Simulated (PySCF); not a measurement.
B(Cl)(NCO)(OMe) (C₂H₃BClNO₂), SMILES C(=O)=NB(OC)Cl. Atoms are numbered in the order given.

```xyz
10

B      0.1414     0.5145     0.0000
Cl     1.9120     0.5947     0.0000
N     -0.5196    -0.7551     0.0000
C     -0.4597    -1.9621     0.0000
O     -0.4917    -3.1302     0.0000
O     -0.5317     1.6733     0.0000
C     -1.9468     1.7674     0.0000
H     -2.2629     2.3261     0.8935
H     -2.2629     2.3261    -0.8935
H     -2.4220     0.7743     0.0000
```

Geometry: r2SCAN-D4/def2-SVP. This is a generated structure with no PubChem entry under its InChIKey; it may be hypothetical. One conformer was computed; it need not be the lowest.

Two levels are set side by side: PBE/pcSseg-1 (PySCF) and B3LYP/pcSseg-1 (PySCF). GIAO shifts against BF3 (¹¹B), H2O (¹⁷O), HCl (³⁵Cl), NH3 (¹⁵N), TMS (¹H), TMS (¹³C) at the same level; non-relativistic, no solvent, atoms listed together averaged. Without spin–orbit terms, shifts of atoms bonded to Cl or Br come out too high at both levels. Differences are taken from unrounded values.

```json
[
 {"quantity": "δ(¹¹B) of B1 (ppm)", "PBE": "9.4"},
 {"quantity": "δ(³⁵Cl) of Cl2 (ppm)", "PBE": "153.0"},
 {"quantity": "δ(¹⁵N) of N3 (ppm)", "PBE": "79.6"},
 {"quantity": "δ(¹³C) of C4 (ppm)", "PBE": "130.5"},
 {"quantity": "δ(¹⁷O) of O5 (ppm)", "PBE": "182.6"},
 {"quantity": "δ(¹⁷O) of O6 (ppm)", "PBE": "157.8"},
 {"quantity": "δ(¹³C) of C7 (ppm)", "PBE": "60.9"}
]
```

Question: These are the PBE values. What does B3LYP give? (The exact figures need the calculation; the answer reports its results.)

Answer: 
```tsv
quantity	B3LYP	PBE minus B3LYP
δ(¹¹B) of B1 (ppm)	11.8	-2.4
δ(³⁵Cl) of Cl2 (ppm)	131.3	21.7
δ(¹⁵N) of N3 (ppm)	73.7	5.9
δ(¹³C) of C4 (ppm)	134.6	-4.1
δ(¹⁷O) of O5 (ppm)	177.8	4.7
δ(¹⁷O) of O6 (ppm)	145.0	12.8
δ(¹³C) of C7 (ppm)	59.9	1.0
```

Rough cost on one machine, each run with all the roots and properties that it gave: B3LYP against PBE within a factor of 2.
